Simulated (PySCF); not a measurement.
**Distorted geometries of [Eu(S2)2]−**

[Eu(S2)2]− (singlet in the valence; each metal's 4f electrons, 6 of them, lie in its core potential, out of spins and levels). PySCF 2.14.0, RKS r2SCAN, Eu lcecp-1-SVP with ECP52, S def2-SVP; non-relativistic Hamiltonian with scalar-relativistic core potentials where named; density fitting; no spin-orbit coupling. Relaxed geometry:

```xyz
5

Eu    0.0000    0.0000    0.0000
S     0.7713    0.7713    2.4112
S    -0.7713   -0.7713    2.4112
S     0.7713   -0.7713   -2.4112
S    -0.7713    0.7713   -2.4112
```

Problem. Order these distorted geometries by energy above the relaxed one, lowest first.
A.
```xyz
5

Eu   -0.0430    0.1124   -0.1821
S     0.8007    0.9152    2.5164
S    -0.7645   -1.0238    2.5086
S     0.7523   -0.8016   -2.5305
S    -0.7455    0.7978   -2.3124
```
B.
```xyz
5

Eu   -0.0887   -0.1082    0.0572
S     0.8521    0.7761    2.3436
S    -0.7518   -0.7997    2.3906
S     0.7021   -0.6410   -2.3478
S    -0.7137    0.7728   -2.4437
```
C.
```xyz
5

Eu    0.0701   -0.0408   -0.0482
S     0.6838    0.8000    2.2998
S    -0.7844   -0.6837    2.5624
S     0.7446   -0.7676   -2.4254
S    -0.7141    0.6922   -2.3886
```

Solution. C (0.30 eV), B (0.39 eV), A (1.42 eV).

Problem. Which forces (eV/Å) act in the one that lies 0.39 eV up?

Solution. 
```
Eu   0.11  0.94 -1.48
S   -0.47 -0.49  0.08
S    0.07 -0.02  1.38
S    2.17 -2.18 -0.41
S   -1.88  1.75  0.43
```
Forces carry noise of the integration grid, about 0.01 to 0.03 eV/Å.

No frequency check is given that shows the relaxed geometry to be a minimum. An lcecp potential fixes the number of 4f electrons, so in runs with it no electron can move into or out of that shell.
